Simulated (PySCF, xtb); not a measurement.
C3H6N2Si, SMILES N#CC/C=N/[SiH3]. One conformer was computed; it need not be the lowest.

Harmonic wavenumbers (cm⁻¹) from xtb with GFN2-xTB at its own minimum, in rising order: 45, 103, 157, 165, 228, 377, 383, 503, 557, 603, 750, 759, 798, 801, 860, 944, 994, 1052, 1102, 1230, 1335, 1392, 1776, 2221, 2289, 2301, 2411, 2835, 2943, 2981.

Question: What does ωB97X-D3(BJ)/def2-SVP in PySCF 2.14.0 give at its own minimum? (An estimate is asked for; the answer gives what the named calculation found.)

Answer: 47, 103, 156, 183, 244, 368, 390, 533, 699, 717, 780, 846, 960, 963, 968, 989, 1035, 1089, 1212, 1304, 1413, 1428, 1826, 2225, 2282, 2286, 2439, 3015, 3090, 3172. Paired by order, the mean absolute difference is 65 cm⁻¹ and the zero-point energies are 49.9 and 52.6 kcal/mol.
